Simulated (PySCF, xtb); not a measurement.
Si(H)2(Me)2 cation (C2H8Si), SMILES C[SiH2]C (connectivity only; charge and spin as stated), charge +1, multiplicity 2.

Harmonic wavenumbers (cm⁻¹) from GFN2-xTB run with xtb at its own minimum, in rising order: 116, 117, 120, 291, 403, 550, 612, 649, 726, 746, 776, 804, 809, 1224, 1292, 1369, 1376, 1394, 1396, 2061, 2111, 3006, 3009, 3022, 3023, 3029, 3032.

### Question
What does PBE-D3(BJ)/def2-SVP in PySCF give at its own minimum? (Estimate from the structure and the level; the computed values follow.)

### Answer
109, 162, 204, 258, 450, 507, 548, 555, 658, 752, 754, 761, 900, 1017, 1150, 1222, 1230, 1357, 1374, 2238, 2270, 2856, 2869, 3089, 3093, 3171, 3172. Paired by order, the mean absolute difference is 89 cm⁻¹ and the zero-point energies are 53.0 and 52.5 kcal/mol.
